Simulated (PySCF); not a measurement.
# PBE on Ar (argon, neutral)

Configuration: [Ar], closed-shell 1S. Calculation: PySCF 2.14, in cc-pV(T+d)Z (5s4p3d1f, 39 functions); no relativity, point nucleus.

```
Total energy                                     : -527.3367 hartree
One-electron energy                              : -728.2216 hartree
Hartree (Coulomb) energy                         : 231.5559 hartree
Exchange-correlation energy                      : -30.6710 hartree
Kinetic energy                                   : 526.01217 hartree
⟨S²⟩                                             : 0.0000
⟨L²⟩                                             : 0.000
Sum of ⟨r⟩                                       : 16.05 bohr
Sum of ⟨r²⟩                                      : 25.96 bohr²
Density at the nucleus (Gaussians lack the cusp) : 3780 bohr⁻³
Langevin diamagnetic susceptibility              : -20.6 ×10⁻⁶ cm³/mol
Time after the integrals                         : 0.32 s of wall time on 1 thread of Neoverse-N1 (shared host)
```

```
shell  electrons  mean orbital energy (eV)  rms radius, mean of both spins (bohr)
   1s          2                   -3107.5                                 0.0998
   2s          2                   -294.84                                  0.453
   2p          6                   -229.93                                  0.421
   3s          2                   -23.980                                   1.52
   3p          6                   -10.203                                   1.82
```
